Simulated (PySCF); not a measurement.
Isomers of C8H10, mass 106.078 u with the commonest isotopes. Computed with PBE0/pcSseg-1 in PySCF (dipole) on a GFN2-xTB geometry, gas phase. One conformer each, none proved a minimum here; rigid rotors.

Task: Order these by rotational constant B, largest first.
A. `[CH:1]#[C:2][CH2:3]/[CH:4]=[CH:5]/[C:6](=[CH2:7])[CH3:8]` with C2–C3–C4–C5 -123°, C4–C5–C6–C7 180°
B. `C/C=C1/C(C=C1C)=C`
C. `[CH3:1][CH2:2][c:3]1[cH:4][cH:5][cH:6][cH:7][cH:8]1` with C1–C2–C3–C4 -89°

Result: B (1895 MHz), C (1500 MHz), A (846.0 MHz).

Task: Order these by out-of-plane moment Σ m c² = (Ia + Ib − Ic)/2, largest first.
A. `C=C1C=C(C)/C1=C\C`
B. `[CH3:1][CH2:2][c:3]1[cH:4][cH:5][cH:6][cH:7][cH:8]1` with C1–C2–C3–C4 -89°
C. `[CH:1]#[C:2][CH2:3]/[CH:4]=[CH:5]/[C:6](=[CH2:7])[CH3:8]` with C2–C3–C4–C5 -123°, C4–C5–C6–C7 180°

Result: C (28.30 u·Å²), B (20.59 u·Å²), A (3.12 u·Å²).

Task: Order these by rotational constant A, smallest first.
A. `[CH3:1][CH2:2][c:3]1[cH:4][cH:5][cH:6][cH:7][cH:8]1` with C1–C2–C3–C4 -89°
B. `[CH:1]#[C:2][CH2:3]/[CH:4]=[CH:5]/[C:6](=[CH2:7])[CH3:8]` with C2–C3–C4–C5 -123°, C4–C5–C6–C7 180°
C. `C=C1C=C(C)/C1=C\C`

Result: C (2695 MHz), A (4565 MHz), B (5268 MHz).

```tsv
SMILES	point group	Ia (u·Å²)	Ib (u·Å²)	Ic (u·Å²)	κ	μa (D)	μb (D)	μc (D)
CCc1ccccc1	Cs	110.72	337.00	406.55	-0.85	0.40	0.00	0.04
C=C1C=C(C)/C1=C\C	Cs	187.55	266.75	448.06	-0.02	1.10	0.78	0.00
C#CC/C=C/C(=C)C	C1	95.93	597.39	636.73	-0.98	0.38	0.04	0.43
```
